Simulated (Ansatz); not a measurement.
# Competing steps

Reactants: Si₂NH₇S ([NH2][SiH]([SiH3])[SH]) (brackets give SMILES or just the links). Saddle points were found for several chosen steps; others may exist. Gas-phase electronic energies, without zero-point energy, by CCSD(T) at an estimated basis limit (MP2 extrapolated from triple and quadruple zeta, plus CCSD(T) − MP2 in triple zeta); Ansatz 0.2.0, def2-TZVPP and QZVPP, frozen cores, on PBE0-D4/def2-TZVP structures. Extrapolation: Hartree–Fock as exp(−7.88 √X), correlation as X^−2.97. No counterpoise correction.

Problem. Rank the steps by the energy of their saddle points, lowest first, and give each saddle's height above the lowest. (Judge from chemistry; the value comes from the calculation.)
A. 1,2-elimination, to Si₂NH₅ ([NH][SiH][SiH3]) + H₂S (breaks or loosens H–N, S–Si; forms H–S)
B. 1,2-elimination, to Si₂H₄S ([SiH3][SiH][S]) + NH₃, still joined by a dative N–Si bond (breaks or loosens H–S, N–Si; forms H–N)

Solution. The calculation gives: B (0.000 eV), A (1.745 eV). Heights count from the lowest.

The lowest of these saddles lies at 1.215 eV relative to the reactant.

Problem. Does the lowest of these saddles lead to the lowest end structure (the products still in contact)? (A judgement: the text doesn't fix the answer.)

Solution. By the calculation: Yes. Relative to the reactant, the ends lie at 0.490 (Si₂H₄S ([SiH3][SiH][S]) + NH₃); 2.690 (Si₂NH₅ ([NH][SiH][SiH3]) + H₂S) eV.

No T1 diagnostic of these runs exceeds 0.017.

For scale, one of the runs: CCSD(T)/def2-TZVPP, 255 basis functions, launched by `ansatz run in.yaml --threads 4 --pin off --events-out ev --progress --plain --max-ram 9574MiB`. Time: 96 s of wall clock on 4 CPU threads of an Arm Neoverse V1; the host was shared. Peak host memory: 5.1 GiB.
